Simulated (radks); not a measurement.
Neutral hafnium inside a hard spherical wall (all orbitals vanish at R), configuration held at [Xe] 4f14 5d2 6s2 and not refilled when levels cross. Method: scalar-relativistic Kohn-Sham, LDA (Slater exchange, VWN5 correlation), spin-polarised, spherical densities, finite nucleus; open shells are filled with parallel spins first (spin-orbit coupling, left out, can overturn this in heavy ions); Fermi nuclear charge, rms radius 5.347 fm; computed with a radial shooting solver on a logarithmic mesh with Libxc functionals. Eigenvalues in eV for spin up, with the zero of energy where the potential of the charges vanishes at infinity; a dash marks a level that is unbound or too diffuse for the functional's potential to be trusted. A positive occupied level is held by the wall or, in an anion where self-interaction has pushed it up, behind a barrier. The pressure on the wall is -dE/dV.

R (bohr)  E (hartree)  kinetic (hartree)    e(5p)    e(4f)   e(6s)   e(5d)  e(6p, empty)  e(7s, empty)  pressure (GPa)
free      -15067.2002          16499.122  -35.971  -16.985  -5.557  -3.241        -1.607        -0.097               0
15        -15067.2002          16499.122  -35.970  -16.984  -5.557  -3.241        -1.603         0.222        < 0.0001
10        -15067.1994          16499.130  -35.902  -16.914  -5.507  -3.181        -1.448         1.742          0.0219
7         -15067.1768          16499.283  -35.079  -16.064  -4.825  -2.457        -0.129         7.535            1.23
6         -15067.1296          16499.533  -34.050  -14.985  -3.810  -1.518         1.574        13.357            5.08
4         -15066.4902          16502.073  -28.099   -8.422   5.653   4.969        15.688        52.332             130
1.5       -15004.8746          16701.947   119.21   117.33  416.78  194.43        476.76        937.69          180000
